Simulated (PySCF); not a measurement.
UHF on V(3+) (vanadium, charge +3)

Configuration: [Ar] 3d2, high-spin 3F determinant. Calculation: PySCF 2.14, in x2c-TZVPPall with one added diffuse shell each of s, p, d, f type (7s6p5d3f1g, 80 functions); the spin-free X2C one-electron Hamiltonian (Gaussian nucleus).

```json
{
  "Total energy": "-946.388225 hartree",
  "One-electron energy": "-1273.4816 hartree",
  "Hartree (Coulomb) energy": "370.9259 hartree",
  "Exchange energy": "-43.8325 hartree",
  "⟨S²⟩": "2.0025",
  "⟨L²⟩": "12.034",
  "Sum of ⟨r⟩": "12.56 bohr",
  "Sum of ⟨r²⟩": "13.07 bohr²",
  "Langevin diamagnetic susceptibility": "-10.3 ×10⁻⁶ cm³/mol"
}
```

```json
{"shell": "1s α", "electrons": "1", "mean orbital energy (eV)": "-5555.2", "rms radius, mean of both spins (bohr)": "0.0768"}
{"shell": "1s β", "electrons": "1", "mean orbital energy (eV)": "-5555.2", "rms radius, mean of both spins (bohr)": "0.0768"}
{"shell": "2s α", "electrons": "1", "mean orbital energy (eV)": "-693.38", "rms radius, mean of both spins (bohr)": "0.332"}
{"shell": "2s β", "electrons": "1", "mean orbital energy (eV)": "-692.06", "rms radius, mean of both spins (bohr)": "0.332"}
{"shell": "2p α", "electrons": "3", "mean orbital energy (eV)": "-581.95", "rms radius, mean of both spins (bohr)": "0.303"}
{"shell": "2p β", "electrons": "3", "mean orbital energy (eV)": "-580.60", "rms radius, mean of both spins (bohr)": "0.303"}
{"shell": "3s α", "electrons": "1", "mean orbital energy (eV)": "-123.64", "rms radius, mean of both spins (bohr)": "1.01"}
{"shell": "3s β", "electrons": "1", "mean orbital energy (eV)": "-119.33", "rms radius, mean of both spins (bohr)": "1.01"}
{"shell": "3p α", "electrons": "3", "mean orbital energy (eV)": "-91.102", "rms radius, mean of both spins (bohr)": "1.08"}
{"shell": "3p β", "electrons": "3", "mean orbital energy (eV)": "-85.837", "rms radius, mean of both spins (bohr)": "1.08"}
{"shell": "3d α", "electrons": "2", "mean orbital energy (eV)": "-47.267", "rms radius, mean of both spins (bohr)": "1.28"}
```

Densities and radii are taken from the X2C orbitals without a picture-change correction, which distorts them close to the nucleus.

Spin-orbit constants ζ (cm⁻¹) from the X2C one-electron operator on these orbitals: bare nucleus, nucleus screened by l(l+1)(2l+1)/3 electrons, and screened by the Breit-Pauli mean field of the electrons.

```
shell   bare  screened nucleus  mean field
   2p  40620             37090       35450
   3p   4784              4368        4150
   3d  426.8             241.2       212.8
```

To first order the Landé constant is A = 106.4 cm⁻¹, so the lowest level has J = 2 and lies 0.0528 eV below the centre of the term. This holds in LS coupling only.
